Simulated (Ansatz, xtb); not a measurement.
**Two isomers of C4H2F4**

We compare a, `F/C=C\C(F)=C(F)F`, a singlet, with b, `FCC#CC(F)(F)F`, a singlet. Both are isolated molecules in the gas phase, relaxed with PBE0-D3(BJ)/def2-SVP; the shapes shown needn't be the lowest conformers.

a (Å):

```yaml
atoms:
  - { symbol: C, position_ang: [-1.4088, -1.8297, -0.5508] }
  - { symbol: C, position_ang: [-0.4986, -0.8685, -0.3577] }
  - { symbol: C, position_ang: [0.1935, -0.1128, -1.3746] }
  - { symbol: C, position_ang: [1.0983, 0.8410, -1.1036] }
  - { symbol: F, position_ang: [-1.8150, -2.2354, -1.7422] }
  - { symbol: F, position_ang: [-0.0708, -0.3658, -2.6547] }
  - { symbol: F, position_ang: [1.4404, 1.1778, 0.1166] }
  - { symbol: F, position_ang: [1.7330, 1.5333, -2.0088] }
  - { symbol: H, position_ang: [-1.8942, -2.3621, 0.2715] }
  - { symbol: H, position_ang: [-0.2528, -0.6299, 0.6782] }
```

b (Å):

```yaml
atoms:
  - { symbol: C, position_ang: [-1.0425, -1.6965, 0.5737] }
  - { symbol: C, position_ang: [-0.4184, -0.8542, -0.4407] }
  - { symbol: C, position_ang: [0.1065, -0.1505, -1.2705] }
  - { symbol: C, position_ang: [0.7464, 0.7060, -2.2763] }
  - { symbol: F, position_ang: [-1.9702, -2.5378, 0.0317] }
  - { symbol: F, position_ang: [1.6365, 1.5174, -1.7058] }
  - { symbol: F, position_ang: [1.3835, -0.0199, -3.1930] }
  - { symbol: F, position_ang: [-0.1503, 1.4616, -2.9070] }
  - { symbol: H, position_ang: [-0.2640, -2.2926, 1.0813] }
  - { symbol: H, position_ang: [-1.5305, -1.0558, 1.3291] }
```

Quicker runs give these differences E(b) − E(a): GFN2-xTB +3.56 kcal/mol; HF/STO-3G +2.78 kcal/mol (at GFN2-xTB geometries); r2SCAN-D4/def2-SVP +6.06 kcal/mol (at GFN2-xTB geometries).

Estimate E(b) − E(a) at the level CCSD(T)/def2-SVP + ΔMP2/def2-TZVPP.

Too close to call at this level: CCSD(T)/def2-SVP + ΔMP2/def2-TZVPP gives E(b) − E(a) = −1.67 kcal/mol.

The same difference at several levels:

```json
{"level": "GFN2-xTB", "geometry": "GFN2-xTB", "E(b) − E(a) (kcal/mol)": "+3.56", "departure from the last row (kcal/mol)": "+5.24", "job, with rough time for the two": "optimisation, 0.15 s"}
{"level": "HF/STO-3G", "geometry": "GFN2-xTB", "E(b) − E(a) (kcal/mol)": "+2.78", "departure from the last row (kcal/mol)": "+4.45", "job, with rough time for the two": "single point, 0.85 s"}
{"level": "r2SCAN-D4/def2-SVP", "geometry": "GFN2-xTB", "E(b) − E(a) (kcal/mol)": "+6.06", "departure from the last row (kcal/mol)": "+7.73", "job, with rough time for the two": "single point, 3.9 s"}
{"level": "PBE0-D3(BJ)/def2-SVP", "geometry": "PBE0-D3(BJ)/def2-SVP", "E(b) − E(a) (kcal/mol)": "+5.29", "departure from the last row (kcal/mol)": "+6.96", "job, with rough time for the two": "optimisation, 33 s"}
{"level": "HF/def2-SVP", "geometry": "PBE0-D3(BJ)/def2-SVP", "E(b) − E(a) (kcal/mol)": "−6.47", "departure from the last row (kcal/mol)": "−4.80", "job, with rough time for the two": "part of the CCSD(T) run"}
{"level": "MP2/def2-SVP", "geometry": "PBE0-D3(BJ)/def2-SVP", "E(b) − E(a) (kcal/mol)": "−5.89", "departure from the last row (kcal/mol)": "−4.22", "job, with rough time for the two": "part of the CCSD(T) run"}
{"level": "CCSD(T)/def2-SVP", "geometry": "PBE0-D3(BJ)/def2-SVP", "E(b) − E(a) (kcal/mol)": "−2.20", "departure from the last row (kcal/mol)": "−0.52", "job, with rough time for the two": "single point"}
{"level": "CCSD(T)/def2-SVP + ΔMP2/def2-TZVPP", "geometry": "PBE0-D3(BJ)/def2-SVP", "E(b) − E(a) (kcal/mol)": "−1.67", "departure from the last row (kcal/mol)": "", "job, with rough time for the two": "single point, 82 s"}
```

As drawn, b has 1 C–C, 1 C≡C in place of 2 C=C.

GFN2-xTB, HF/STO-3G, r2SCAN-D4/def2-SVP, PBE0-D3(BJ)/def2-SVP put the two in the other order. The largest departure from CCSD(T)/def2-SVP + ΔMP2/def2-TZVPP is that of r2SCAN-D4/def2-SVP, 7.73 kcal/mol. The last row adds to CCSD(T) the change of the MP2 difference between the two basis sets, here +0.52 kcal/mol.

With thermal terms from frequencies at re-optimised GFN2-xTB minima (ideal gas, soft modes damped towards free rotors, one conformer each, 298.15 K, 1 atm): on the last row, ΔE + ΔZPE = −2.19, ΔH = −1.97, ΔG = −2.94 kcal/mol.

The correlated steps freeze 8 core orbitals. Programs: Ansatz 0.2.0, xtb 6.7.1; the last row on 2 threads of Intel(R) Xeon(R) Processor @ 2.70GHz on a shared host.
